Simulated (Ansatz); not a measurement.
Calculated with Ansatz (gas phase, PBE0-D4/def2-TZVP geometries, no zero-point term in ΔE). CCSD(T)/CBS adds triple-zeta CCSD(T) − MP2 to the extrapolated MP2 energy (def2 sets, frozen cores). Functionals use def2-TZVPP. B3LYP here is the variant with VWN-RPA as its local correlation; programs differ in this. For Ge outer-core shells are correlated without core-valence functions, which leaves a few kJ/mol of doubt a bond. Scalar relativity is left out up to krypton. One conformer a species, not always the lowest.

`B[SiH2]C[SiH3]` + `[OH][GeH]([F])[SH]` → `[OH][GeH]([F])[S][SiH3]` + `B[SiH2]C`  (ligand exchange at the Si–C bond)

```json
{"level": "PBE-D4", "ΔE (kJ/mol)": "-59.0", "difference from CCSD(T)/CBS": "0.4"}
{"level": "r2SCAN-D4", "ΔE (kJ/mol)": "-60.8", "difference from CCSD(T)/CBS": "-1.4"}
{"level": "PBE0-D4", "ΔE (kJ/mol)": "-59.9", "difference from CCSD(T)/CBS": "-0.5"}
{"level": "B3LYP-D4", "ΔE (kJ/mol)": "-59.6", "difference from CCSD(T)/CBS": "-0.2"}
{"level": "ωB97X-V", "ΔE (kJ/mol)": "-58.8", "difference from CCSD(T)/CBS": "0.6"}
{"level": "ωB97M-V", "ΔE (kJ/mol)": "-58.5", "difference from CCSD(T)/CBS": "0.9"}
{"level": "B2PLYP", "ΔE (kJ/mol)": "-58.4", "difference from CCSD(T)/CBS": "1.0"}
{"level": "PBE", "ΔE (kJ/mol)": "-57.6", "difference from CCSD(T)/CBS": "1.8"}
{"level": "r2SCAN", "ΔE (kJ/mol)": "-60.6", "difference from CCSD(T)/CBS": "-1.2"}
{"level": "PBE0", "ΔE (kJ/mol)": "-58.7", "difference from CCSD(T)/CBS": "0.7"}
{"level": "B3LYP", "ΔE (kJ/mol)": "-57.3", "difference from CCSD(T)/CBS": "2.1"}
{"level": "HF/def2-TZVPP", "ΔE (kJ/mol)": "-59.9", "difference from CCSD(T)/CBS": "-0.5"}
{"level": "MP2/def2-TZVPP", "ΔE (kJ/mol)": "-59.7", "difference from CCSD(T)/CBS": "-0.3"}
{"level": "SCS-MP2/def2-TZVPP", "ΔE (kJ/mol)": "-58.1", "difference from CCSD(T)/CBS": "1.3"}
{"level": "CCSD/def2-TZVPP", "ΔE (kJ/mol)": "-55.5", "difference from CCSD(T)/CBS": "3.9"}
{"level": "CCSD(T)/def2-TZVPP", "ΔE (kJ/mol)": "-55.9", "difference from CCSD(T)/CBS": "3.5"}
{"level": "HF/def2-QZVPP", "ΔE (kJ/mol)": "-59.1", "difference from CCSD(T)/CBS": "0.3"}
{"level": "MP2/def2-QZVPP", "ΔE (kJ/mol)": "-61.4", "difference from CCSD(T)/CBS": "-2.0"}
{"level": "SCS-MP2/def2-QZVPP", "ΔE (kJ/mol)": "-59.8", "difference from CCSD(T)/CBS": "-0.4"}
{"level": "HF/CBS(def2)", "ΔE (kJ/mol)": "-59.0", "difference from CCSD(T)/CBS": "0.4"}
{"level": "MP2/CBS(def2)", "ΔE (kJ/mol)": "-63.1", "difference from CCSD(T)/CBS": "-3.7"}
{"level": "CCSD/CBS(def2)", "ΔE (kJ/mol)": "-58.9", "difference from CCSD(T)/CBS": "0.5"}
{"level": "CCSD(T)/CBS", "ΔE (kJ/mol)": "-59.4", "difference from CCSD(T)/CBS": "0"}
```

Largest T1 diagnostic among the species: 0.012.
